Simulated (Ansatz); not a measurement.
Geometry optimisation, Ansatz 0.2.0, RKS B3LYP/6-31G*.

input.yaml

```yaml
crystal:
  periodic: [false, false, false]
  atoms:
    - { symbol: Si, position_ang: [-0.053408, 0.158283, 0.161268] }
    - { symbol: "N", position_ang: [0.0643, 0.099805, 1.943758] }
    - { symbol: H, position_ang: [-0.714239, -0.323172, 2.435713] }
    - { symbol: H, position_ang: [0.356639, 0.952741, 2.404682] }
    - { symbol: Cl, position_ang: [1.868365, 0.267572, -0.61193] }
    - { symbol: H, position_ang: [-0.655165, 1.423839, -0.327837] }
    - { symbol: H, position_ang: [-0.835017, -0.986659, -0.331462] }
    - { symbol: F, position_ang: [1.012984, -2.329054, 0.890147] }
    - { symbol: H, position_ang: [1.248341, -1.783553, 1.611861] }
basis:
  gaussian: { orbitals: "6-31G*" }
hamiltonian:
  xc: b3lyp
relax:
  f_tol: 0.03
  max_steps: 50
```

Command:

```bash
$ ansatz run input.yaml --threads 1 --pin off --max-ram 2048MiB --backend cpu --events-out ev --progress --plain --runs-dir out
```

Question: Where does it end, and by what steps?

Answer: It converged. After 7 steps the energy has fallen by 0.228 eV; F8 moved furthest, 0.59 Å.

```json
{"step": "0", "energy less start (eV)": "0.0000", "largest force component (eV/Å)": "1.083", "accepted": "yes"}
{"step": "1", "energy less start (eV)": "-0.0620", "largest force component (eV/Å)": "1.809", "accepted": "yes"}
{"step": "2", "energy less start (eV)": "-0.1827", "largest force component (eV/Å)": "0.962", "accepted": "yes"}
{"step": "3", "energy less start (eV)": "-0.1201", "largest force component (eV/Å)": "1.392", "accepted": "no"}
{"step": "4", "energy less start (eV)": "-0.2186", "largest force component (eV/Å)": "0.195", "accepted": "yes"}
{"step": "5", "energy less start (eV)": "-0.2248", "largest force component (eV/Å)": "0.166", "accepted": "yes"}
{"step": "6", "energy less start (eV)": "-0.2274", "largest force component (eV/Å)": "0.067", "accepted": "yes"}
{"step": "7", "energy less start (eV)": "-0.2278", "largest force component (eV/Å)": "0.025", "accepted": "yes"}
```

```xyz
9
Properties=species:S:1:pos:R:3
Si -0.078 0.268 0.080
N 0.144 -0.053 1.792
H -0.685 -0.409 2.265
H 0.560 0.686 2.354
Cl 1.793 0.431 -0.784
H -0.765 1.552 -0.207
H -0.825 -0.874 -0.479
F 1.143 -2.511 1.434
H 1.006 -1.609 1.722
```

Run time: 30 s on 1 thread of Arm Neoverse V2 (shared host), peak memory 0.15 GiB.
